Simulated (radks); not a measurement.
Problem. K4+, configuration [He] 2s2 2p5 3s2 3p3 4f1 (not the ground configuration). Calculated with a radial shooting solver on a logarithmic mesh with Libxc functionals: Dirac Kohn-Sham, LDA (Slater exchange, Perdew-Wang correlation), spin-unpolarised, spherical densities, finite nucleus; open shells fill j = l - 1/2 first; Fermi nuclear charge, rms radius 3.4349 fm. Some entries of the table are withheld. Estimate them.

orbital  occ.  eigenvalue (eV)  <1/r> (bohr^-1)
1s1/2       2        -3639.694            18.68
2s1/2       2        -457.0949            3.883
2p1/2       2              (1)            3.819
2p3/2       3              (2)            3.784
3s1/2       2        -103.9177            1.282
3p1/2       2         -85.8155              (3)
3p3/2       1         -85.3728              (4)
3d3/2       0         -58.0242            1.026
3d5/2       0         -57.9731            1.024
4s1/2       0         -38.1001              (5)
4p1/2       0              (6)              (7)
4p3/2       0              (8)              (9)
4f5/2       1         -19.3368           0.3516
4f7/2       0         -19.3355           0.3515
5f5/2       0         -11.3836             (10)
5f7/2       0         -11.3829             (11)

Solution. 
(1) 2p1/2 eigenvalue (eV): -390.4352
(2) 2p3/2 eigenvalue (eV): -387.3608
(3) 3p1/2 <1/r> (bohr^-1): 1.201
(4) 3p3/2 <1/r> (bohr^-1): 1.194
(5) 4s1/2 <1/r> (bohr^-1): 0.5437
(6) 4p1/2 eigenvalue (eV): -32.7068
(7) 4p1/2 <1/r> (bohr^-1): 0.5013
(8) 4p3/2 eigenvalue (eV): -32.6053
(9) 4p3/2 <1/r> (bohr^-1): 0.4993
(10) 5f5/2 <1/r> (bohr^-1): 0.2213
(11) 5f7/2 <1/r> (bohr^-1): 0.2212
